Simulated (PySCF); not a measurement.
## Broadened absorption spectrum of AlI3

Compound: AlI3.
Bonds: Al1–I2, Al1–I3, Al1–I4.

Method: PySCF, TDDFT wB97X-D/def2-SVPD, vertical, gas phase, core orbitals frozen in the response, def2 core potentials past Kr. Geometry: PBE0-D3(BJ)/def2-SVP; no solvent, vibrations or thermal averaging. Spin–orbit coupling is left out.

Computed states:

```tsv
state	E (eV)	f
S1	4.88	0.0000
S2	4.91	0.0000
S3	5.26	0.0000
S4	5.26	0.0000
S5	5.40	0.0000
S6	5.40	0.0000
S7	5.40	0.0007
S8	5.41	0.0006
S9	5.67	0.172
S10	5.67	0.174
S11	5.99	0.054
S12	6.27	0.0000
S13	6.83	0.0000
S14	6.84	0.0000
```

Each state is given a Gaussian of 0.5 eV full width at half maximum, with ε(max) = 2.175×10⁸ f / Δν̃ (Δν̃ the width in cm⁻¹). The width is an assumption, not a result. The curve ends short of the highest state used, and states not computed would add to its high-energy end.

**Question.** Give the broadened spectrum and its maxima.

**Answer.** 
(λ (nm), ε (L mol⁻¹ cm⁻¹)): (198.7, 1986), (200.5, 2946), (202.4, 4276), (204.2, 5869), (206.1, 7908), (207.9, 10131), (209.8, 12659), (211.6, 15027), (213.5, 17230), (215.3, 18779), (217.2, 19623), (219.0, 19567), (220.9, 18624), (222.7, 17025), (224.6, 14820), (226.4, 12483), (228.3, 10000), (230.1, 7813), (232.0, 5802), (233.8, 4233), (235.7, 2935), (237.5, 2014), (239.4, 1313), (241.2, 853), (243.1, 527), (244.9, 326), (246.8, 192), (248.6, 114), (250.5, 65), (252.3, 37), (254.2, 20), (256.0, 11), (257.9, 6), (259.7, 3), (261.6, 2), (263.4, 1), (265.3, 0), (267.1, 0), (269.0, 0), (270.8, 0), (272.7, 0), (274.5, 0), (276.4, 0), (278.2, 0), (280.1, 0), (281.9, 0), (283.8, 0), (285.6, 0), (287.4, 0), (289.3, 0), (291.1, 0), (293.0, 0), (294.8, 0), (296.7, 0), (298.5, 0), (300.4, 0)

Maxima: 218 nm (5.69 eV), ε about 20000, made up of S9 (47%) and S10 (48%) (ε in L mol⁻¹ cm⁻¹; maxima over ε = 5, shares over 10%).

**Question.** What would ε be at 5.69 eV, the highest of these maxima, with half the width (0.25 eV)?

**Answer.** About 36900 L mol⁻¹ cm⁻¹ against 19700, a factor of about 1.9; a lone state at its own centre would give exactly 2.

**Question.** Coming from long wavelengths, where does ε first pass 100 L mol⁻¹ cm⁻¹?

**Answer.** At about 249 nm (4.98 eV), 0.10 eV above S1.

**Question.** On this curve, what absorbance would a 10⁻³ mol/L sample give at 222 nm over a 1 cm path?

**Answer.** 222 nm is 5.585 eV, where ε is about 18000 L mol⁻¹ cm⁻¹, so A = ε c l ≈ 18 (Beer–Lambert, with the gas-phase spectrum and the assumed width).

The vertical ionisation energy (ΔSCF) is 9.67 eV, 2.83 eV above S14.
